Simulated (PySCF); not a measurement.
Problem. Give a PBE0-D3(BJ)/def2-SVP geometry of `C#[C][GaH][CH3]`.

Solution. 
```
atom  x, y, z in Å
C1     2.7212    0.3841    0.1128
C2     1.5157    0.5357   -0.0081
Ga3   -0.3847    0.7749   -0.2030
C4    -1.5276   -0.7932    0.0607
H5     3.7834    0.2488    0.2191
H6    -0.8898    2.2134   -0.5615
H7    -2.5952   -0.5734   -0.0772
H8    -1.2338   -1.5886   -0.6432
H9    -1.3755   -1.1957    1.0753
```

Any rigid rotation of these coordinates is as good. Atoms count from 1 in this order. The 4 heavy atoms lie in one plane (0.001 Å rms). Ga3 (gallium bonded to 2 C and H) is planar (angles 125.3°, 117.6° and 117.1°, sum 360.0°, 0.00 Å off the plane of its three neighbours). The C–Ga distances run from 1.925 Å (C2–Ga3, drawn single) to 1.958 Å (Ga3–C4, drawn single), a spread of 0.033 Å.

Bonds between heavy atoms (Å): C1≡C2 1.221, C2–Ga3 1.925, Ga3–C4 1.958.

Computed with PySCF, PBE0-D3(BJ)/def2-SVP geometry optimisation, gas phase.

Point group: Cs (tolerance 0.08 Å). Not checked by PBE0-D3(BJ)/def2-SVP frequencies.
